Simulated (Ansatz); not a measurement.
```yaml
crystal:
  periodic: [false, false, false]
  atoms:
    - {symbol: N, position_ang: [-4.933043, -2.299117, 0.093025]}
    - {symbol: Si, position_ang: [-1.796688, -1.894131, 2.623066]}
    - {symbol: N, position_ang: [0.272423, 0.268821, -0.136995]}
    - {symbol: C, position_ang: [2.197155, 1.111283, -2.542034]}
    - {symbol: Si, position_ang: [3.783989, 2.812633, 0.243700]}
    - {symbol: H, position_ang: [-4.864328, -3.671783, -1.332570]}
    - {symbol: H, position_ang: [-5.983412, -0.364652, -0.251046]}
    - {symbol: H, position_ang: [-0.040454, -4.277196, 2.676677]}
    - {symbol: H, position_ang: [-2.111442, -0.137035, 5.148307]}
    - {symbol: H, position_ang: [2.353007, 0.476844, -4.724313]}
    - {symbol: H, position_ang: [3.634504, -1.585595, -2.397853]}
    - {symbol: H, position_ang: [2.494408, 6.252809, -0.451547]}
    - {symbol: H, position_ang: [5.545093, 3.155754, 1.820657]}
basis:
  gaussian: {orbitals: aug-cc-pVTZ}
hamiltonian: {xc: {name: CAM-B3LYP}}
scf: {lower_state_search: light}
output: {forces: true}
```

```sh
$ ansatz run in.yaml --threads 4 --pin off --events-out ev --progress --plain --max-ram 10444MiB
```

Output, abridged:

```
Functional definition: CAM-B3LYP
1811 factors; their error is unknown
731 factors; integrals over basis functions are off by at most 7.5e-5 eV
mean field evaluation 1: about -19767.7247 eV, gradient 1.4e2 eV
mean field evaluation 2: about -19178.6350 eV, gradient 1.9e2 eV
mean field evaluation 4: about -19496.5798 eV, gradient 2.2e2 eV
mean field evaluation 8: about -19843.9059 eV, gradient 1.3e1 eV
mean field evaluation 16: about -19847.6942 eV, gradient 1.2e-1 eV
mean field -19847.69523189 eV, -729.3893465210 hartree, gradient 8.5e-6 eV, S^2 0.000000; 6 other end points of the search recorded, 0 dependent functions left out
reference -19847.69558586 eV, -729.3893595289 hartree; 28, 28 occupied and 394, 394 virtual orbitals, 1811 factors
Total energy: -19847.69558586 eV, -729.3893595289 hartree
Atom 0 at    -4.933043    -2.299117     0.093025 Å, force    -0.887690    -0.224763    -2.264219 eV/Å
Atom 1 at    -1.796688    -1.894131     2.623066 Å, force     0.916944    -0.314606     0.611349 eV/Å
Atom 2 at     0.272423     0.268821    -0.136995 Å, force     0.125780    -0.066888     0.012955 eV/Å
Atom 3 at     2.197155     1.111283    -2.542034 Å, force     0.763583    -2.146946    -2.366651 eV/Å
Atom 4 at     3.783989     2.812633     0.243700 Å, force     1.541725     1.115098     1.589580 eV/Å
Atom 5 at    -4.864328    -3.671783    -1.332570 Å, force    -0.243047     2.903546     2.440947 eV/Å
Atom 6 at    -5.983412    -0.364652    -0.251046 Å, force     1.397640    -2.653029     0.101285 eV/Å
Atom 7 at    -0.040454    -4.277196     2.676677 Å, force    -1.124668     1.523697     0.070652 eV/Å
Atom 8 at    -2.111442    -0.137035     5.148307 Å, force     0.196524    -0.984043    -1.279606 eV/Å
Atom 9 at     2.353007     0.476844    -4.724313 Å, force    -0.297330     0.776441     2.765177 eV/Å
Atom 10 at     3.634504    -1.585595    -2.397853 Å, force    -0.668205     1.347091    -0.029261 eV/Å
Atom 11 at     2.494408     6.252809    -0.451547 Å, force     0.365470    -0.895695     0.193517 eV/Å
Atom 12 at     5.545093     3.155754     1.820657 Å, force    -2.086725    -0.379902    -1.845724 eV/Å
Dipole moment:    -0.056897    -0.420628     0.134936 e Å
```

In this input the geometry is stretched to more than twice its size. The run converged. The result belongs to that input, not to the molecule as meant.
